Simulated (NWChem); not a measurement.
System: AsH, triplet; SMILES [AsH]

Results from NWChem. Spin-unrestricted. Coordinates come from a PBE0/def2-SVP, spin-unrestricted optimisation. No stability test was run on the SCF state.

**Question.** What does the run give for PBE/cc-pVDZ? Quantities: highest occupied level (eV); lowest empty minus highest occupied level, either spin (eV); dipole (D).

**Answer.** 
```json
{
 "highest occupied level (eV)": "-5.71",
 "lowest empty minus highest occupied level, either spin (eV)": "2.00",
 "dipole (D)": "0.26"
}
```
